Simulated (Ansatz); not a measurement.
`CCBBO` + `C[Si](O)(F)Cl` → `CCO[Si](C)(F)Cl` + `BBO`  (substitution at a C–B bond)

Isolated molecules relaxed with PBE0-D4/def2-TZVP in Ansatz; ΔE leaves out vibrations. CCSD(T)/CBS is the MP2 limit (def2-TZVPP, def2-QZVPP) plus CCSD(T) − MP2 in def2-TZVPP, frozen cores. One conformer a species, not always the lowest.

`CCBBO`:

Z-matrix (Å, degrees):
```
C
C 1 1.523
H 1 1.093 2 112.3
H 1 1.093 2 111.2 3 -120.5
H 1 1.093 2 111.2 3 120.3
B 2 1.561 1 118.5 3 177.3
H 2 1.104 1 110.4 3 57.6
H 2 1.099 1 111.2 3 -55.4
B 6 1.683 2 125.2 1 -11.1
H 6 1.207 2 115.8 1 174.6
O 9 1.360 6 128.3 2 94.9
H 9 1.210 6 118.2 2 -85.6
H 11 0.960 9 114.1 6 -0.3
```

`C[Si](O)(F)Cl`:

Cartesian coordinates in Å:
```
C -1.183 -0.227 0.414
Si 0.529 0.275 -0.012
O 1.239 -0.907 -0.867
F 1.364 0.565 1.311
Cl 0.573 2.030 -1.071
H -1.772 -0.381 -0.492
H -1.668 0.542 1.018
H -1.168 -1.159 0.982
H 2.086 -0.738 -1.284
```

`CCO[Si](C)(F)Cl`:

Z-matrix (Å, degrees):
```
C
C 1 1.508
H 1 1.093 2 110.2
H 1 1.092 2 110.7 3 -119.9
H 1 1.092 2 110.5 3 119.9
O 2 1.423 1 110.2 3 -177.1
H 2 1.093 1 110.9 3 -58.6
H 2 1.096 1 110.4 3 60.6
Si 6 1.614 2 127.1 1 -117.0
C 9 1.835 6 109.9 2 172.0
F 9 1.593 6 110.1 2 -66.4
Cl 9 2.053 6 109.9 2 48.5
H 10 1.091 9 110.4 6 -61.4
H 10 1.092 9 110.0 6 58.4
H 10 1.092 9 110.5 6 178.4
```

`BBO`:

Z-matrix (Å, degrees):
```
B
B 1 1.671
H 1 1.200 2 122.0
H 1 1.200 2 122.0 3 -174.5
O 2 1.357 1 123.3 3 -92.7
H 2 1.214 1 118.1 3 87.3
H 5 0.960 2 113.4 1 -180.0
```

| species | CCSD/def2-TZVPP energy (Eh) |
| --- | --- |
| `CCBBO` | -205.56456 |
| `C[Si](O)(F)Cl` | -964.26437 |
| `CCO[Si](C)(F)Cl` | -1042.71476 |
| `BBO` | -127.08681 |

Task: Work out ΔE.

Result: ΔE = (-1042.71476) + (-127.08681) − (-205.56456) − (-964.26437) = 0.02736 Eh = +17.2 kcal/mol. CCSD(T)/CBS gives +18.1 kcal/mol.

Largest T1 diagnostic among the species: 0.013.

In def2-TZVPP, CCSD(T) changes the Hartree–Fock value by +3.6 kcal/mol (the triples alone add +0.3 kcal/mol) and MP2 by +4.9 kcal/mol. The D4 term adds −0.9 kcal/mol with B3LYP and −0.6 kcal/mol with PBE0; it sums over pairs of atoms, weighted by their polarisabilities, and B3LYP, whose exchange is more repulsive, gets the larger term.

B3LYP here is the variant with VWN-RPA as its local correlation; programs differ in this.
